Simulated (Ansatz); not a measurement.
`NB(F)[SiH3]` + `[CH3][Al]([NH2])[SH]` → `CB(N)[SiH3]` + `[NH2][Al]([F])[SH]`  (redistribution)

Gas-phase electronic energies from Ansatz, PBE0-D4/def2-TZVP geometries. CBS: MP2 limit from def2 TZ/QZ plus the TZ coupled-cluster correction, frozen cores. This one scheme is used for every species. Functionals use def2-TZVPP. Each species was taken in one conformer, which may not be the lowest.

Is it downhill or uphill in electronic energy at CCSD(T)/CBS, and by how much? (Estimate.)

The calculation gave: Downhill: ΔE = -13.4 kcal/mol.

What do these levels give: B97M-V, B2PLYP, PBE, r2SCANh, MP2/def2-SVP, CCSD(T)/def2-TZVPP? (Best estimate.)

The calculation gave: B97M-V -12.4, B2PLYP -12.5, PBE -11.0, r2SCANh -12.1, MP2/def2-SVP -12.8, CCSD(T)/def2-TZVPP -12.7 kcal/mol.

What do rigid-rotor, harmonic-oscillator terms from PBE0-D4/def2-TZVP frequencies (298.15 K, 1 bar) make of the CCSD(T)/CBS value? (An estimate is asked.)

The calculation gave: ΔZPE = +0.8 kcal/mol, ΔH = -12.9 kcal/mol, ΔS = -13 J/(mol·K), ΔG = -12.0 kcal/mol. Modes under 50 cm⁻¹ make the entropy rough.

Largest T1 diagnostic among the species: 0.013.

Leaving LDA and LC-ωPBE aside and taking each functional with its dispersion term where it has one, the values, not all of them listed here, spread over 1.2 kcal/mol, from PBE-QIDH to PBE-D4. At CCSD(T), def2-SVP lies +1.4 kcal/mol from the extrapolated value and def2-TZVPP +0.7 kcal/mol.
